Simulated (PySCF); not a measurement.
Cl7Si3, SMILES Cl[Si]([Si](Cl)(Cl)Cl)[Si](Cl)(Cl)Cl, doublet at its PBE0/def2-SVP optimised geometry (Å):

```
10

Cl     2.4344    -1.1025     0.0000
Si     0.3626    -1.1025     0.0000
Si    -0.4103     1.1025     0.0000
Cl    -0.0630     1.9775     1.8224
Cl     0.4741     2.2522    -1.4504
Cl    -2.4344     1.0189    -0.3417
Si    -0.4038    -2.3727    -1.8088
Cl    -2.3966    -2.7752    -1.5333
Cl     0.6415    -4.1344    -1.8885
Cl    -0.1730    -1.3772    -3.5910
```

Method: PySCF with unrestricted PBE0/def2-TZVP. Cells within 0.4 Å of a nucleus heavier than hydrogen are left out (blank, or x).

Map of the log10 of the electron density (e/bohr³), floored at −4 on the plane z = 0.0 Å:

```
|00000000000000000000000000000|
|00000000000000111100000000000|
|00000000000111222211000000000|
|00000000011222333321100000000|
|00001122222233444332100000000|
|00112333333344454443210000000|
|01233444444455555543210000000|
|01345566555556665543210000000|
|12356777766666666543210000000|
|13457888877788766543210000000|
|234678998878xx966543221100000|
|235678xx8878xx976543322221000|
|13467888877789776544444332100|
|12456788776677776555555543210|
|12345677666667776656666654321|
|01234555555567777667788765421|
|00123444444567898777899876431|
|00112233334567xxx7788xx986532|
|000122223345679xx7788xx886532|
|00112333334567787777888876431|
|00123344444566776666788765421|
|00123444444456666555666654320|
|01233444444445555444555443210|
|01233445444344444333333332100|
|00123444443333333332222211000|
|00123344433223333322211000000|
|00012333322222333322110000000|
|00011222221122333322100000000|
|00000111111112233322100000000|
```
Scale: ten equal steps from -4.00 (start of '0') to -0.081 (end of '9'), in the order '0123456789'; x runs from -4.50 to 4.50, y from -4.50 (bottom) to 4.50 (top).
